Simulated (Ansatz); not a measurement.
Ansatz (a program for electronic structure) input (B3LYP/LANL2DZ): The .json file is the Basis Set Exchange's LANL2DZ.

Ansatz 0.2 input:
```yaml
crystal:
  periodic: [false, false, false]
  atoms:
    - {symbol: C, position_ang: [2.98277000, -0.09216400, 0.02749200]}
    - {symbol: C, position_ang: [1.56114000, 0.16464400, -0.45672700]}
    - {symbol: N, position_ang: [0.57445100, -0.25193200, 0.49685100]}
    - {symbol: Ge, position_ang: [-1.21912500, 0.02211200, 0.03097000]}
    - {symbol: H, position_ang: [3.13133800, -1.15492200, 0.22231000]}
    - {symbol: H, position_ang: [3.17068900, 0.44964900, 0.95531200]}
    - {symbol: H, position_ang: [3.71344000, 0.23088200, -0.71751400]}
    - {symbol: H, position_ang: [1.42779800, 1.23211600, -0.70160800]}
    - {symbol: H, position_ang: [1.39060100, -0.35204900, -1.41771200]}
    - {symbol: H, position_ang: [-1.95168800, 0.48691200, 1.29805400]}
    - {symbol: H, position_ang: [-1.37802900, 1.06535100, -1.09997300]}
    - {symbol: H, position_ang: [-1.77676500, -1.33688000, -0.43245900]}
basis:
  gaussian:
    orbitals: LANL2DZ.json
hamiltonian:
  xc: {name: B3LYP}
magnetization: {spin_polarized: true, initial_magnetization: 1}
output: {forces: true}
```

Output:

```
Functional definition: B3LYP
integrals: 0.02 GiB planned
652 factors; integrals over basis functions are off by at most 6.1e-4 eV
mean field: 0.21 GiB planned
mean field evaluation 1: about -3785.6018 eV, gradient 4.0e1 eV
mean field evaluation 2: about -3765.7968 eV, gradient 7.1e1 eV
mean field evaluation 4: about -3794.2084 eV, gradient 5.8e0 eV
mean field evaluation 8: about -3794.5670 eV, gradient 3.5e-1 eV
mean field evaluation 16: about -3794.5678 eV, gradient 9.5e-5 eV
mean field -3794.56781014 eV, -139.4477949721 hartree, gradient 2.1e-5 eV, S^2 0.753920; 2 other end points of the search recorded, 0 dependent functions left out
the calculation of the forces begins
reference -3794.56806559 eV, -139.4478043596 hartree; 16, 15 occupied and 35, 36 virtual orbitals, 652 factors
Total energy: -3794.56806559 eV, -139.4478043596 hartree
Atom 0 at     2.982770    -0.092164     0.027492 Å, force     0.196887    -0.019622     0.032150 eV/Å
Atom 1 at     1.561140     0.164644    -0.456727 Å, force     0.574656     0.267378    -0.574439 eV/Å
Atom 2 at     0.574451    -0.251932     0.496851 Å, force    -0.560247    -0.342047     0.701907 eV/Å
Atom 3 at    -1.219125     0.022112     0.030970 Å, force    -0.314805    -0.048566     0.154650 eV/Å
Atom 4 at     3.131338    -1.154922     0.222310 Å, force     0.026752    -0.181899     0.046200 eV/Å
Atom 5 at     3.170689     0.449649     0.955312 Å, force     0.035884     0.083196     0.167943 eV/Å
Atom 6 at     3.713440     0.230882    -0.717514 Å, force     0.164641     0.060184    -0.139879 eV/Å
Atom 7 at     1.427798     1.232116    -0.701608 Å, force     0.058967     0.212261    -0.087248 eV/Å
Atom 8 at     1.390601    -0.352049    -1.417712 Å, force     0.048702    -0.084071    -0.207250 eV/Å
Atom 9 at    -1.951688     0.486912     1.298054 Å, force    -0.085083     0.042931     0.064612 eV/Å
Atom 10 at    -1.378029     1.065351    -1.099973 Å, force    -0.077080     0.087864    -0.109587 eV/Å
Atom 11 at    -1.776765    -1.336880    -0.432459 Å, force    -0.069275    -0.077609    -0.049059 eV/Å
Dipole moment:    -0.044815     0.165013    -0.353290 e Å
```

The geometry given is a B3LYP-D3(BJ)/def2-TZVP minimum.
